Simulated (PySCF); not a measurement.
C2H6O3Si2, SMILES O=C[SiH2][SiH2]C(=O)O, singlet at its GFN2-xTB optimised geometry (Å):

```
13

O      0.7550     0.8953    -1.8922
C      1.6160     0.4841    -1.1536
Si     1.2613    -1.0146     0.0000
Si    -1.0556    -1.0146     0.0000
C     -1.4660     0.8581     0.0000
O     -0.8696     1.6676     0.6697
O     -2.4632     1.1920    -0.8151
H      2.6071     0.9803    -1.1510
H      2.0081    -0.7845     1.2414
H      1.9173    -2.1549    -0.6560
H     -1.6415    -1.5552     1.2353
H     -1.7666    -1.6112    -1.1327
H     -2.6071     2.1549    -0.8232
```

Computed with PBE0/def2-TZVP run with PySCF.

Map of the log10 of the electron density (e/bohr³), floored at −4 on the plane z = 1.5 Å:

```
|00000000000000000000000000000|
|00000000000000000000000000000|
|00000000000000000000000000000|
|00000000000000000000000000000|
|00000000001110000000000000000|
|00000000122332100000000000000|
|00000001234554320000000000000|
|00000002356666531000000000000|
|00000012467887642000000000000|
|00000013568998653100000000000|
|00000023568998653100000000000|
|00000023567887643211110000000|
|00000023456666543333322000000|
|00000023455554433455543200000|
|00000023455544444567764310000|
|00000124566655455688876420000|
|00000235677765556789986420000|
|00000246788876556789986420000|
|00000246899876556678875320000|
|00000246899875555566654310000|
|00000235677765444445443100000|
|00000124566543333333321000000|
|00000012344332211111110000000|
|00000001122211000000000000000|
|00000000000000000000000000000|
|00000000000000000000000000000|
|00000000000000000000000000000|
|00000000000000000000000000000|
|00000000000000000000000000000|
```
Scale: ten equal steps from -4.00 (start of '0') to -0.944 (end of '9'), in the order '0123456789'; x runs from -5.00 to 5.00, y from -5.00 (bottom) to 5.00 (top).
